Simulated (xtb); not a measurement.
xtb input for Ge(H)2(NH2)2 (GeH₆N₂), SMILES [NH2][GeH2][NH2], GFN2-xTB. 

```
$ xtb mol.xyz --gfn 2 --sp --chrg 0 --uhf 0 --json
$ cat mol.xyz
9

Ge    -0.03222879     0.35858975     0.02857659
N      1.46178218    -0.58144970    -0.35848092
N     -1.28603275    -0.89625564     0.37710942
H      0.21546612     1.11357485     1.29685450
H     -0.43262699     1.35199124    -1.06237407
H      1.35529747    -1.36388766    -0.98769506
H      2.27775507    -0.05714318    -0.63696195
H     -2.19334282    -0.56354885     0.66773868
H     -1.42147341    -1.61192117    -0.32241257
```

Program output:

```
[banner left out]
          |                Calculation Setup                |
           -------------------------------------------------



           -------------------------------------------------
          |                 G F N 2 - x T B                 |
           -------------------------------------------------

        Reference                      10.1021/acs.jctc.8b01176
      * Hamiltonian:
        H0-scaling (s, p, d)           1.850000    2.230000    2.230000
        zeta-weighting                 0.500000
      * Dispersion:
        s8                             2.700000
        a1                             0.520000
        a2                             5.000000
        s9                             5.000000
      * Repulsion:
        kExp                           1.500000    1.000000
        rExp                           1.000000
      * Coulomb:
        alpha                          2.000000
        third order                    shell-resolved
        anisotropic                    true
        a3                             3.000000
        a5                             4.000000
        cn-shift                       1.200000
        cn-exp                         4.000000
        max-rad                        5.000000


          ...................................................
          :                      SETUP                      :
          :.................................................:
          :  # basis functions                  24          :
          :  # atomic orbitals                  23          :
          :  # shells                           13          :
          :  # electrons                        20          :
          :  max. iterations                   250          :
          :  Hamiltonian                  GFN2-xTB          :
          :  restarted?                      false          :
          :  GBSA solvation                  false          :
          :  PC potential                    false          :
          :  electronic temp.          300.0000000     K    :
          :  accuracy                    1.0000000          :
          :  -> integral cutoff          0.2500000E+02      :
          :  -> integral neglect         0.1000000E-07      :
          :  -> SCF convergence          0.1000000E-05 Eh   :
          :  -> wf. convergence          0.1000000E-03 e    :
          :  Broyden damping             0.4000000          :
          :  net charge                          0          :
          :  unpaired electrons                  0          :
          ...................................................

 iter      E             dE          RMSdq      gap      omega  full diag
   1    -10.1565365 -0.101565E+02  0.935E+00    5.24       0.0  T
   2    -10.0562624  0.100274E+00  0.146E+01    9.77       1.0  T
   3    -10.8370224 -0.780760E+00  0.720E+00    8.92       1.0  T
   4    -10.8700995 -0.330771E-01  0.417E+00    8.75       1.0  T
   5    -10.9193652 -0.492656E-01  0.143E+00    7.90       1.0  T
   6    -10.9237136 -0.434841E-02  0.436E-01    8.07       1.0  T
   7    -10.9241391 -0.425540E-03  0.889E-02    8.14       1.0  T
   8    -10.9241435 -0.437526E-05  0.292E-02    8.15       1.1  T
   9    -10.9241447 -0.115269E-05  0.397E-03    8.14       8.4  T
  10    -10.9241447 -0.655356E-08  0.188E-03    8.14      17.7  T
  11    -10.9241447 -0.746205E-08  0.442E-04    8.14      75.5  T
  12    -10.9241447 -0.754049E-09  0.202E-04    8.14     165.2  T

   *** convergence criteria satisfied after 12 iterations ***

         #    Occupation            Energy/Eh            Energy/eV
      -------------------------------------------------------------
         1        2.0000           -0.6314321             -17.1821
       ...           ...                  ...                  ...
         4        2.0000           -0.5118548             -13.9283
         5        2.0000           -0.5029846             -13.6869
         6        2.0000           -0.4584074             -12.4739
         7        2.0000           -0.4560531             -12.4098
         8        2.0000           -0.4263989             -11.6029
         9        2.0000           -0.3854657             -10.4891
        10        2.0000           -0.3778137             -10.2808 (HOMO)
        11                         -0.0785557              -2.1376 (LUMO)
        12                         -0.0765948              -2.0843
        13                         -0.0564158              -1.5352
        14                         -0.0113473              -0.3088
        15                          0.0921163               2.5066
       ...                                ...                  ...
        23                          1.0792331              29.3674
      -------------------------------------------------------------
                  HL-Gap            0.2992580 Eh            8.1432 eV
             Fermi-level           -0.2281847 Eh           -6.2092 eV

 SCC (total)                   0 d,  0 h,  0 min,  0.008 sec
 SCC setup                      ...        0 min,  0.000 sec (  2.693%)
 Dispersion                     ...        0 min,  0.000 sec (  1.016%)
 classical contributions        ...        0 min,  0.000 sec (  0.427%)
 integral evaluation            ...        0 min,  0.001 sec ( 13.927%)
 iterations                     ...        0 min,  0.004 sec ( 51.521%)
 molecular gradient             ...        0 min,  0.002 sec ( 26.536%)
 printout                       ...        0 min,  0.000 sec (  3.642%)

         :::::::::::::::::::::::::::::::::::::::::::::::::::::
         ::                     SUMMARY                     ::
         :::::::::::::::::::::::::::::::::::::::::::::::::::::
         :: total energy             -10.821369406396 Eh    ::
         :: gradient norm              0.000207293873 Eh/a0 ::
         :: HOMO-LUMO gap              8.143224505032 eV    ::
         ::.................................................::
         :: SCC energy               -10.924142508266 Eh    ::
         :: -> isotropic ES            0.019832918931 Eh    ::
         :: -> anisotropic ES          0.003641742212 Eh    ::
         :: -> anisotropic XC          0.005876235617 Eh    ::
         :: -> dispersion             -0.003841142625 Eh    ::
         :: repulsion energy           0.102773101870 Eh    ::
         :: add. restraining           0.000000000000 Eh    ::
         :: total charge              -0.000000000000 e     ::
         :::::::::::::::::::::::::::::::::::::::::::::::::::::

           -------------------------------------------------
          |                Property Printout                |
           -------------------------------------------------

    * Orbital Energies and Occupations

         #    Occupation            Energy/Eh            Energy/eV
      -------------------------------------------------------------
         1        2.0000           -0.6314321             -17.1821
         2        2.0000           -0.5865812             -15.9617
         3        2.0000           -0.5738903             -15.6163
         4        2.0000           -0.5118548             -13.9283
         5        2.0000           -0.5029846             -13.6869
         6        2.0000           -0.4584074             -12.4739
         7        2.0000           -0.4560531             -12.4098
         8        2.0000           -0.4263989             -11.6029
         9        2.0000           -0.3854657             -10.4891
        10        2.0000           -0.3778137             -10.2808 (HOMO)
        11                         -0.0785557              -2.1376 (LUMO)
        12                         -0.0765948              -2.0843
Note: The following floating-point exceptions are signalling: IEEE_UNDERFLOW_FLAG IEEE_DENORMAL
normal termination of xtb
        13                         -0.0564158              -1.5352
        14                         -0.0113473              -0.3088
        15                          0.0921163               2.5066
        16                          0.1124910               3.0610
        17                          0.1240650               3.3760
        18                          0.1643781               4.4730
        19                          0.2132830               5.8037
        20                          0.2324188               6.3244
        21                          0.7961110              21.6633
       ...                                ...                  ...
        23                          1.0792331              29.3674
      -------------------------------------------------------------
                  HL-Gap            0.2992580 Eh            8.1432 eV
             Fermi-level           -0.2281847 Eh           -6.2092 eV

     #   Z          covCN         q      C6AA      α(0)
     1  32 Ge       3.539     0.202   169.130    23.425
     2   7 N        2.554    -0.370    29.564     8.075
     3   7 N        2.554    -0.370    29.576     8.077
     4   1 H        0.939    -0.031     3.659     2.991
     5   1 H        0.930    -0.053     4.171     3.193
     6   1 H        0.861     0.158     1.345     1.817
     7   1 H        0.861     0.153     1.379     1.840
     8   1 H        0.861     0.154     1.376     1.838
     9   1 H        0.861     0.157     1.356     1.824

 Mol. C6AA /au·bohr⁶  :       1046.415596
 Mol. C8AA /au·bohr⁸  :      41982.720770
 Mol. α(0) /au        :         53.078715


Wiberg/Mayer (AO) data.
largest (>0.10) Wiberg bond orders for each atom

 ---------------------------------------------------------------------------
     #   Z sym  total        # sym  WBO       # sym  WBO       # sym  WBO
 ---------------------------------------------------------------------------
     1  32 Ge   3.959 --     2 N    1.128     3 N    1.127     4 H    0.831
                             5 H    0.803
     2   7 N    3.190 --     1 Ge   1.128     7 H    0.955     6 H    0.949
     3   7 N    3.189 --     1 Ge   1.127     8 H    0.955     9 H    0.950
     4   1 H    0.999 --     1 Ge   0.831
     5   1 H    0.997 --     1 Ge   0.803
     6   1 H    0.975 --     2 N    0.949
     7   1 H    0.977 --     2 N    0.955
     8   1 H    0.976 --     3 N    0.955
     9   1 H    0.975 --     3 N    0.950
 ---------------------------------------------------------------------------

Topologies differ in total number of bonds
Writing topology from bond orders to xtbtopo.mol

molecular dipole:
                 x           y           z       tot (Debye)
 q only:       -0.096      -0.098      -0.354
   full:       -0.231      -0.085      -0.795       2.116
molecular quadrupole (traceless):
                xx          xy          yy          xz          yz          zz
 q only:        2.053       0.777      -0.679      -1.328       1.735      -1.374
  q+dip:        2.839       1.277      -1.456      -1.812       2.976      -1.383
   full:        3.784       1.702      -1.830      -2.390       3.803      -1.953


           -------------------------------------------------
          | TOTAL ENERGY              -10.821369406396 Eh   |
          | GRADIENT NORM               0.000207293873 Eh/α |
          | HOMO-LUMO GAP               8.143224505032 eV   |
           -------------------------------------------------

------------------------------------------------------------------------
------------------------------------------------------------------------
 total:
 SCF:
```

The calculation finished and met its thresholds.

Cost: around 0.05 core-seconds (rough).
